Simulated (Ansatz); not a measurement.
C$_{2}$H$_{10}$ClNSi$_{2}$, SMILES `CN(C)[SiH]([SiH3])Cl` at its PBE0-D4/def2-TZVP geometry, where that method's forces vanish. Total charge 0; spin multiplicity 1.

```xyz
16

C    -0.3047   -1.5769   -0.0426
N     0.5783   -0.4688    0.2374
C     1.9210   -0.8795    0.5819
Si    0.2536    1.1122   -0.3075
Si   -2.0121    1.6505   -0.0990
Cl    0.7107    1.4252   -2.3224
H     0.0450   -2.1795   -0.8919
H    -0.3788   -2.2370    0.8297
H    -1.3102   -1.2224   -0.2794
H     2.5387   -0.0099    0.8131
H     1.9060   -1.5281    1.4657
H     2.4051   -1.4336   -0.2339
H     1.1632    2.0206    0.4326
H    -2.4869    1.4336    1.2948
H    -2.8290    0.8132   -1.0185
H    -2.1998    3.0804   -0.4599
```

**Question.** What forces (eV/Å) does ωB97M-V/def2-TZVPP give on these atoms in Ansatz? (An estimate is asked.)

**Answer.** The calculation gave: 
```
C1  -0.175 -0.246 -0.053
N2  -0.064  0.237 -0.006
C3   0.285 -0.104  0.075
Si4 -0.012  0.147  0.131
Si5 -0.083  0.028 -0.006
Cl6  0.003 -0.008 -0.031
H7  -0.023  0.050  0.065
H8   0.007  0.050 -0.071
H9   0.062 -0.031  0.015
H10 -0.039 -0.067 -0.013
H11  0.002  0.050 -0.072
H12 -0.043  0.043  0.061
H13 -0.095 -0.098 -0.080
H14  0.060  0.020 -0.155
H15  0.094  0.091  0.100
H16  0.023 -0.160  0.041
```
